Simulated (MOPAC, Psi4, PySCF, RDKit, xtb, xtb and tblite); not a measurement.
Two geometries of H₅BO₃Si, SMILES B(O)(O)[SiH2]O, relaxed at GFN2-xTB with one dihedral held; other torsions can differ between them too.

Structure A

```
10

O      1.8709     0.1941     0.8520
Si     0.6815     0.5454    -0.2369
B     -0.3740     1.9081     0.7101
O     -1.4624     2.4399     0.1106
O     -0.0865     2.3597     1.9638
H      2.3649    -0.6197     0.7964
H      1.3315     0.9109    -1.5080
H     -0.0067    -0.7200    -0.5582
H     -1.9256     3.0921     0.6425
H      0.6898     1.9786     2.3719
```

Structure B

```
10

O      2.1413    -0.4622    -0.0890
Si     0.9475     0.6532    -0.0536
B     -0.7754    -0.1728     0.4351
O     -0.8103    -1.5269     0.4749
O     -1.9505     0.4558     0.7321
H      1.9215    -1.3859    -0.1728
H      1.4721     1.6564     0.8854
H      0.9371     1.3240    -1.3703
H     -1.6624    -1.8988     0.7149
H     -1.9630     1.4099     0.7136
```

**Question.** Which is lower in energy at the level Psi4 1.11 with DF-MP2 (frozen core)/cc-pVTZ // GFN2-xTB, and by how much?

**Answer.** A is lower, by 1.98 kcal/mol (dihedral H6–O1–Si2–B3: 160° in A, 20° in B).

E(B) − E(A) in kcal/mol at the other levels, on the same two geometries: GFN2-xTB (xtb and tblite) 2.23; PBE0/def2-TZVP // GFN2-xTB (Psi4) 1.87; PBE0-D3(BJ)/def2-TZVP // GFN2-xTB (Psi4) 1.86; PBE/def2-TZVP // GFN2-xTB (Psi4) 1.91; PBE-D3(BJ)/def2-TZVP // GFN2-xTB (Psi4) 1.90; wB97X-D/def2-TZVP // GFN2-xTB (Psi4) 1.82; HF/cc-pVTZ // GFN2-xTB (Psi4) 1.86; UFF // GFN2-xTB (RDKit) 1.67; PM7, restricted, heats of formation // GFN2-xTB (MOPAC) 0.91; AM1, restricted, heats of formation // GFN2-xTB (MOPAC) 1.76; GFN1-xTB // GFN2-xTB (xtb) 1.05; restricted B3LYP/6-31G*, spherical d // GFN2-xTB (PySCF) 2.15; restricted B3LYP/3-21G // GFN2-xTB (PySCF) 2.28; restricted BP86/6-31G*, spherical d // GFN2-xTB (PySCF) 2.01; restricted Hartree-Fock/STO-3G // GFN2-xTB (PySCF) 2.18.
